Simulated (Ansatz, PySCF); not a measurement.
Torsion H3–Se1–Te2–H4 in H2SeTe (SMILES [SeH][TeH]); at each angle all else is relaxed with GFN2-xTB, and the levels are single points there.
Geometry at 90° (charge 0, multiplicity 1):
| atom | x (Å) | y (Å) | z (Å) |
|---|---|---|---|
| Se | -1.2119 | 0.6663 | 0.3642 |
| Te | 1.1681 | 0.6353 | -0.3345 |
| H | -1.6914 | -0.4793 | -0.3809 |
| H | 0.8897 | 1.6123 | -1.6292 |

On the grid 0° to 330°, 0° is the highest and 90° the lowest point at CCSD(T)/CBS(def2-TZVPP, def2-QZVPP).

Cores are frozen in the correlated methods. Filled d and f shells under p-block atoms count as core. CBS: X⁻³ extrapolation of the correlation energy, Hartree–Fock from the larger set.

Run with Ansatz (a quantum-chemistry and plane-wave program) with Gaussian orbitals; PySCF for the dispersion terms.  In def2 rows elements past Kr take small-core potentials, without spin–orbit coupling.

PBE/def2-TZVPP gives 272.3 meV for the energy at 0° less that at 90°.

Problem. How do the other levels lie against it? Give each less PBE: PBE-D3(BJ)/def2-TZVPP, r2SCAN/def2-TZVPP, PBE0/def2-TZVPP, wB97M-V/def2-TZVPP, MP2/CBS(def2-TZVPP, def2-QZVPP), CCSD(T)/CBS(def2-TZVPP, def2-QZVPP).

Solution. PBE-D3(BJ)/def2-TZVPP -0.8; r2SCAN/def2-TZVPP 7.7; PBE0/def2-TZVPP 4.6; wB97M-V/def2-TZVPP -4.5; MP2/CBS(def2-TZVPP, def2-QZVPP) -2.8; CCSD(T)/CBS(def2-TZVPP, def2-QZVPP) -11.2 meV. 2 of 6 lie above PBE; the widest gap is to CCSD(T)/CBS(def2-TZVPP, def2-QZVPP).
